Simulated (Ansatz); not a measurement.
Si(OMe)2Cl2 (C₂H₆Cl₂O₂Si). Charge 0, multiplicity 1. Geometry r2SCAN-D4/def2-SVP, basis def2-TZVP, Ansatz.

```xyz
13

Si   -0.0320    0.1498   -0.1937
O    -1.1925   -0.6734    0.5970
C    -2.5750   -0.6626    0.2888
H    -2.9920    0.3567    0.3631
H    -3.0883   -1.3093    1.0142
H    -2.7592   -1.0514   -0.7276
O     1.3779   -0.1934    0.5440
C     2.6511    0.3064    0.1759
H     2.9166    0.0020   -0.8513
H     3.3923   -0.1105    0.8720
H     2.6811    1.4078    0.2418
Cl   -0.4101    2.1768   -0.1430
Cl    0.0301   -0.3988   -2.1810
```

```tsv
run	HOMO (eV)	LUMO (eV)
A	-7.61	-0.04
B	-8.99	0.81
C	-7.49	-0.06
D	-7.13	-0.50
E	-11.13	2.45
F	-8.74	0.55
```

**Question.** The runs used B97M-V, PBE, PBE0, r2SCAN, r2SCAN0, ωB97M-V. Estimate which is which.

**Answer.** A B97M-V (0 % exact exchange); B r2SCAN0 (25 % exact exchange); C r2SCAN (0 % exact exchange); D PBE (0 % exact exchange); E ωB97M-V (range-separated); F PBE0 (25 % exact exchange). Exact exchange lowers occupied and raises empty levels; among semilocal functionals meta-GGAs tend to open the gap a little, and such runs are hard to tell apart. The gap grows from 6.63 eV (PBE) to 13.58 eV (ωB97M-V).
